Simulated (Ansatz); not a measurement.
`C#CB(F)F` + H₂O → `OB(F)F` + `C#C` at 298.15 K and 1 bar (formal hydrolysis of a B–C bond).

Isolated molecules relaxed with PBE0-D4/def2-TZVP in Ansatz; ΔE leaves out vibrations. CCSD(T)/CBS adds triple-zeta CCSD(T) − MP2 to the extrapolated MP2 energy (def2 sets, frozen cores). This one scheme is used for every species. Each species was taken in one conformer, which may not be the lowest.

```json
{"species": "`C#CB(F)F`", "CCSD(T)/CBS energy (Eh)": "-301.15247", "H − E (kJ/mol)": "91.2", "S (J/(mol·K))": "293.3"}
{"species": "H₂O", "CCSD(T)/CBS energy (Eh)": "-76.37941", "H − E (kJ/mol)": "66.4", "S (J/(mol·K))": "188.7"}
{"species": "`OB(F)F`", "CCSD(T)/CBS energy (Eh)": "-300.33752", "H − E (kJ/mol)": "77.6", "S (J/(mol·K))": "272.4"}
{"species": "`C#C`", "CCSD(T)/CBS energy (Eh)": "-77.22717", "H − E (kJ/mol)": "80.8", "S (J/(mol·K))": "200.2"}
```

H − E and S are ideal-gas, rigid-rotor, harmonic terms from PBE0-D4/def2-TZVP, for one conformer and one mirror image of each species. 1 Eh = 2625.50 kJ/mol, R = 8.31446 J/(mol·K).

**Question.** By hand: ΔE, ΔH, ΔS and ΔG.

**Answer.** ΔE = (-300.33752) + (-77.22717) − (-301.15247) − (-76.37941) = -0.03281 Eh = -86.1 kJ/mol. Δ(H − E) = 77.6 + 80.8 − 91.2 − 66.4 = 0.8, so ΔH = -85.3 kJ/mol. ΔS = 272.4 + 200.2 − 293.3 − 188.7 = -9.4 J/(mol·K). ΔG = -85.3 − 298.15 × (-9.4)/1000 = -82.5 kJ/mol.

**Question.** By hand: the equilibrium constant, and the temperature at which ΔG would vanish if ΔH and ΔS stayed fixed.

**Answer.** log₁₀ K = −ΔG/(RT ln 10) = 14.5. ΔG = 0 at ΔH/ΔS = 9074 K, far beyond where these terms or the molecules hold.

The number of gas molecules stays the same, so ΔS is small and ΔH decides. A doubt of 5 kJ/mol in ΔE shifts log₁₀ K by 0.9 here. Other conformers and mirror images would add mixing entropy, several J/(mol·K) or more a flexible species. These are equilibria of isolated gas molecules and say nothing of rates. Largest T1 diagnostic: 0.014 (customary marks: 0.02 for closed shells, 0.045 for open ones).
